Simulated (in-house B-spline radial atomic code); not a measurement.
The numbers below are computed, except where a source is named.
## He in an electron gas of r_s = 2.07: phase shifts, screening, friction and resistivity

A nucleus sits in a uniform electron gas with a rigid positive background. The Kohn-Sham equations are solved self-consistently in the spin-unpolarised LDA (PW92), non-relativistic, on B-splines with outgoing waves at the boundary and partial waves to l = 8. The model has no lattice, no bands and no magnetic solution. Atomic units; δ_l are the phase shifts at the Fermi level, counted so that each bound state adds π, and good to about 0.0005.

The density parameter is r_s = 2.07 bohr, near that of the valence electrons of Al (3 per atom, density 2.7 g/cm³, mass 26.98 u, which gives r_s = 2.07).

```
l  δ_l (rad)
0     2.0142
1     0.2744
2     0.0467
3     0.0075
4     0.0014
5     0.0002
6     0.0000
7    -0.0001
8    -0.0001
```

Bound levels below the band bottom (hartree): s -0.3507.

Question: Check the Friedel sum rule, and say where the screening charge sits.

Answer: k_F = (9π/4)^(1/3)/r_s = 0.92713. The rule is Z = (2/π) Σ (2l + 1) δ_l. The terms are s 1.282, p 0.524, d 0.149, f 0.033 and 0.007 beyond, in all 1.996 against Z = 2. Bound states hold 2 s, 0 p, 0 d electrons, so the scattering states carry 0.00 in all; where a term is smaller than its bound count, the bound level has drawn weight out of the band.

Question: Find the transport cross section and the electronic stopping of a 2 keV He ion (mass 4.0 u).

Answer: σ_tr = (4π/k_F²) Σ (l + 1) sin²(δ_l − δ_(l+1)). The terms for l = 0 to 3 are 0.9717, 0.1019, 0.0046, 0.0001, all together 1.0784, so σ_tr = 14.619 × 1.0784 = 15.765 bohr². With n = 3/(4π r_s³) = 0.02692, the friction coefficient is Q = n k_F σ_tr = 0.3934. For v well below v_F = 0.927, dE/dx = Q v; with 24801 eV per u at v = 1, v = √(2000/(24801 × 4.0)) = 0.1420, so dE/dx = 0.05586 hartree/bohr = 28.7 eV/nm. The largest term couples the s and p waves.

Question: What residual resistivity would 1 atomic per cent of such centres give in Al?

Answer: Δρ = k_F n_i σ_tr/n in atomic units of 21.74 μΩ·cm. With one host atom per 3 electrons, n_i/n = 0.01/3, so Δρ = 0.9271 × 0.00333 × 15.765 × 21.74 = 1.06 μΩ·cm. This is an atom added to the gas, as on an interstitial site.

Question: On a substitutional site the background of one host ion, a sphere holding 3 charges, is taken out. The phase shifts for l = 0 to 4 become 1.4422, -0.4738, -0.2021, -0.0597, -0.0137. What follows?

Answer: The Friedel sum is now -1.00, for Z − 3 = -1. The sum in σ_tr is 1.0991, so σ_tr = 16.07 bohr² and Δρ = 1.08 μΩ·cm per atomic per cent, 1.02 times the value above. A real host ion scatters too, so this model doesn't give zero even for the host's own atom.
